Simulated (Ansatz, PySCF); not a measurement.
H2Ga, charge +1, singlet, geometry from GFN2-xTB (such geometries of metal compounds can be far from the true shape). Base run: WB97M-V/cc-pVDZ (PySCF).

PySCF was given this input:
```python
from pyscf import gto, scf, dft

mol = gto.Mole()
mol.atom = '''
    Ga    0.000000    0.000000    0.000000
    H    -0.000000   -0.000000   -1.563554
    H     0.000000    0.000000    1.563554
'''
mol.basis = 'cc-pvdz'
mol.charge = 1
mol.spin = 0
mol.verbose = 4
mol.build()

mf = dft.RKS(mol)
mf.xc = 'wb97m_v'
mf.kernel()
```

The same geometry, method and basis name were run in Ansatz (a program for electronic structure) and PySCF, at each program's defaults and at the settings that a row names. The base is PySCF at its defaults. Differences at the defaults can come from grids, fitting, cores and function types together.

```tsv
code and settings	ΔE vs base (mEh)	basis functions	E (Eh)	SCF cycles
PySCF, defaults (exact integrals, its default grid, spherical functions)	0.000	37	-1925.58394	7
Ansatz, defaults (factorised integrals, its default grid, spherical functions)	0.001	37	-1925.58394	-
PySCF, density fitting with def2-universal-jkfit	-0.030	37	-1925.58397	7
PySCF, fine grid	0.000	37	-1925.58394	7
Ansatz, high accuracy	0.000	37	-1925.58394	-
```
